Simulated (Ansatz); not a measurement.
`[CH3][GeH]([SiH3])[Cl]` + `C[CH2][Al]([F])[F]` → `C[CH2][GeH]([SiH3])[Cl]` + `[CH3][Al]([F])[F]`  (redistribution)

Computed with Ansatz on PBE0-D4/def2-TZVP structures; ΔE is electronic, products minus reactants. CCSD(T)/CBS adds triple-zeta CCSD(T) − MP2 to the extrapolated MP2 energy (def2 sets, frozen cores). DFT in def2-TZVPP. B3LYP here is the variant with VWN-RPA as its local correlation; programs differ in this. HSE06 is defined as in plane-wave codes. For Ge outer-core shells are correlated without core-valence functions, which leaves a few kJ/mol of doubt a bond. Scalar relativity is left out up to krypton. Each species was taken in one conformer, which may not be the lowest.

`[CH3][GeH]([SiH3])[Cl]`:

Cartesian coordinates in Å:
```
C -0.927 -1.326 -0.837
Ge 0.257 0.216 -0.725
Si 0.464 1.156 1.455
Cl 2.248 -0.494 -1.246
H -0.615 -2.086 -0.121
H -0.889 -1.745 -1.843
H -1.953 -1.025 -0.614
H -0.095 1.261 -1.802
H 0.896 0.094 2.400
H -0.851 1.696 1.897
H 1.465 2.252 1.437
```

`C[CH2][Al]([F])[F]`:

```xyz
10

C    -0.927    0.827   -0.482
C    -0.297   -0.541   -0.217
Al    1.371   -0.530    0.767
F     2.092    0.866    1.255
F     2.148   -1.926    1.161
H    -1.861    0.735   -1.044
H    -0.262    1.475   -1.057
H    -1.156    1.354    0.447
H    -0.993   -1.189    0.330
H    -0.114   -1.071   -1.159
```

`C[CH2][GeH]([SiH3])[Cl]`:

```xyz
14

C    -1.146    0.361   -1.477
C     0.331    0.003   -1.414
Ge    0.864   -0.797    0.290
Si    0.320    0.491    2.222
Cl   -0.289   -2.636    0.489
H    -1.409    0.775   -2.454
H    -1.414    1.104   -0.722
H    -1.772   -0.518   -1.310
H     0.962    0.886   -1.564
H     0.598   -0.714   -2.194
H     2.339   -1.245    0.262
H     1.055    1.785    2.188
H     0.702   -0.259    3.445
H    -1.140    0.764    2.239
```

`[CH3][Al]([F])[F]`:

Cartesian coordinates in Å:
```
C -0.687 0.523 0.276
Al 0.767 -0.588 -0.326
F 1.900 -1.161 0.719
F 0.953 -1.019 -1.901
H -1.343 0.810 -0.546
H -1.284 0.001 1.029
H -0.306 1.433 0.749
```

```tsv
level	ΔE (kJ/mol)	difference from CCSD(T)/CBS
LDA (SPW92)	-13.1	0.5
r2SCANh-D4	-11.7	1.9
HSE06-D4	-11.3	2.3
B2PLYP	-9.8	3.8
PBE	-8.7	4.9
BLYP	-6.6	7.0
B3LYP	-7.5	6.1
HSE06	-8.9	4.7
CAM-B3LYP	-8.7	4.9
LC-ωPBE	-9.1	4.5
HF/def2-SVP	-6.8	6.8
CCSD/def2-TZVPP	-11.5	2.1
HF/def2-QZVPP	-6.1	7.5
SCS-MP2/def2-QZVPP	-12.3	1.3
HF/CBS(def2)	-6.1	7.5
MP2/CBS(def2)	-15.0	-1.4
CCSD(T)/CBS	-13.6	0
```

Largest T1 diagnostic among the species: 0.012.

Leaving LDA and LC-ωPBE aside and taking each functional with its dispersion term where it has one, the values, not all of them listed here, spread over 2.6 kJ/mol, from B97M-V to B2PLYP. LDA lies −4.4 kJ/mol from PBE without D4. In def2-TZVPP, CCSD(T) changes the Hartree–Fock value by −6.0 kJ/mol (the triples alone add −0.9 kJ/mol) and MP2 by −7.5 kJ/mol. The D4 term adds −4.2 kJ/mol with B3LYP and −2.5 kJ/mol with PBE0; it sums over pairs of atoms, weighted by their polarisabilities, and B3LYP, whose exchange is more repulsive, gets the larger term.
